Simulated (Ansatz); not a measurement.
The cluster Na7Li2⁻. The state is a singlet with charge -1. Geometry PBE/def2-SVPD.

Cartesian coordinates in Å:
```
Li 4.128 0.452 -0.736
Li 1.339 0.134 0.710
Na 1.897 -2.007 -1.430
Na -1.599 1.709 0.500
Na 1.419 2.402 -1.382
Na -1.004 -0.079 -2.287
Na -0.578 -0.101 3.242
Na -1.190 -2.028 0.473
Na -4.412 -0.483 0.909
```

The restricted singlet is unstable towards broken spin symmetry in Hartree–Fock (as tested in another run); at PBE/def2-TZVPD, r2SCAN/def2-TZVPD, PBE0/def2-TZVPD, BHLYP/def2-TZVPD and others this wasn't settled. The structure comes from a short search, and lower isomers may exist.

Estimate the orbital energies around the gap (eV) in Ansatz with PBE/def2-TZVPD, r2SCAN/def2-TZVPD, PBE0/def2-TZVPD, BHLYP/def2-TZVPD, ωB97M-V/def2-TZVPD.


```json
{"orbital": "HOMO−9", "PBE/def2-TZVPD": "-25.18", "r2SCAN/def2-TZVPD": "-26.27", "PBE0/def2-TZVPD": "-28.59", "BHLYP/def2-TZVPD": "-32.04", "ωB97M-V/def2-TZVPD": "-31.17"}
{"orbital": "HOMO−8", "PBE/def2-TZVPD": "-25.18", "r2SCAN/def2-TZVPD": "-26.27", "PBE0/def2-TZVPD": "-28.59", "BHLYP/def2-TZVPD": "-32.03", "ωB97M-V/def2-TZVPD": "-31.17"}
{"orbital": "HOMO−7", "PBE/def2-TZVPD": "-25.04", "r2SCAN/def2-TZVPD": "-26.23", "PBE0/def2-TZVPD": "-28.42", "BHLYP/def2-TZVPD": "-31.63", "ωB97M-V/def2-TZVPD": "-30.72"}
{"orbital": "HOMO−6", "PBE/def2-TZVPD": "-25.04", "r2SCAN/def2-TZVPD": "-26.23", "PBE0/def2-TZVPD": "-28.42", "BHLYP/def2-TZVPD": "-31.63", "ωB97M-V/def2-TZVPD": "-30.72"}
{"orbital": "HOMO−5", "PBE/def2-TZVPD": "-25.03", "r2SCAN/def2-TZVPD": "-26.22", "PBE0/def2-TZVPD": "-28.41", "BHLYP/def2-TZVPD": "-31.63", "ωB97M-V/def2-TZVPD": "-30.71"}
{"orbital": "HOMO−4", "PBE/def2-TZVPD": "-1.98", "r2SCAN/def2-TZVPD": "-2.12", "PBE0/def2-TZVPD": "-2.76", "BHLYP/def2-TZVPD": "-3.33", "ωB97M-V/def2-TZVPD": "-4.53"}
{"orbital": "HOMO−3", "PBE/def2-TZVPD": "-1.05", "r2SCAN/def2-TZVPD": "-1.13", "PBE0/def2-TZVPD": "-1.61", "BHLYP/def2-TZVPD": "-1.98", "ωB97M-V/def2-TZVPD": "-2.92"}
{"orbital": "HOMO−2", "PBE/def2-TZVPD": "-0.52", "r2SCAN/def2-TZVPD": "-0.52", "PBE0/def2-TZVPD": "-0.89", "BHLYP/def2-TZVPD": "-1.12", "ωB97M-V/def2-TZVPD": "-1.97"}
{"orbital": "HOMO−1", "PBE/def2-TZVPD": "-0.45", "r2SCAN/def2-TZVPD": "-0.49", "PBE0/def2-TZVPD": "-0.83", "BHLYP/def2-TZVPD": "-1.06", "ωB97M-V/def2-TZVPD": "-1.92"}
{"orbital": "HOMO", "PBE/def2-TZVPD": "-0.04", "r2SCAN/def2-TZVPD": "-0.07", "PBE0/def2-TZVPD": "-0.40", "BHLYP/def2-TZVPD": "-0.60", "ωB97M-V/def2-TZVPD": "-1.35"}
{"orbital": "LUMO", "PBE/def2-TZVPD": "0.51", "r2SCAN/def2-TZVPD": "0.60", "PBE0/def2-TZVPD": "0.90", "BHLYP/def2-TZVPD": "1.39", "ωB97M-V/def2-TZVPD": "1.58"}
{"orbital": "LUMO+1", "PBE/def2-TZVPD": "0.55", "r2SCAN/def2-TZVPD": "0.60", "PBE0/def2-TZVPD": "0.93", "BHLYP/def2-TZVPD": "1.41", "ωB97M-V/def2-TZVPD": "1.70"}
{"orbital": "LUMO+2", "PBE/def2-TZVPD": "0.78", "r2SCAN/def2-TZVPD": "0.85", "PBE0/def2-TZVPD": "1.13", "BHLYP/def2-TZVPD": "1.58", "ωB97M-V/def2-TZVPD": "1.72"}
{"orbital": "LUMO+3", "PBE/def2-TZVPD": "0.87", "r2SCAN/def2-TZVPD": "0.91", "PBE0/def2-TZVPD": "1.22", "BHLYP/def2-TZVPD": "1.65", "ωB97M-V/def2-TZVPD": "1.79"}
{"orbital": "LUMO+4", "PBE/def2-TZVPD": "0.88", "r2SCAN/def2-TZVPD": "1.00", "PBE0/def2-TZVPD": "1.25", "BHLYP/def2-TZVPD": "1.72", "ωB97M-V/def2-TZVPD": "1.82"}
{"orbital": "LUMO+5", "PBE/def2-TZVPD": "1.03", "r2SCAN/def2-TZVPD": "1.08", "PBE0/def2-TZVPD": "1.39", "BHLYP/def2-TZVPD": "1.82", "ωB97M-V/def2-TZVPD": "1.86"}
```
